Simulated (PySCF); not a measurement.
## Removal energies of Zn(20+) from EOM-IP-GCCSD

Reference: closed-shell Zn(20+), [Ne]; one electron is removed. Calculated with PySCF 2.14, two-component X2C-1e with screened spin-orbit coupling, an uncontracted even-tempered set (18 s from 1.2 bohr⁻², ratio 2.6; 12 p from 1.5 bohr⁻², ratio 2.6; 6 d from 1.5 bohr⁻², ratio 2.8; 3 f from 45 bohr⁻², ratio 2.8); frozen 1s2; the 50 highest virtual spinors dropped; of the others 44 kept and the rest restored at second order. No Breit or QED terms. Binding energies in eV.

```tsv
level	Koopmans	second order	EOM-CCSD
2s1/2	2017.2	2014.0	2014.1
2p1/2	1873.0	1870.9	1871.0
2p3/2	1847.7	1845.8	1845.9
```

For comparison, the ionisation energy of Zn(20+) is 1846.8 ± 1 eV (semi-empirical (NIST evaluation); NIST Atomic Spectra Database, ionization energies).
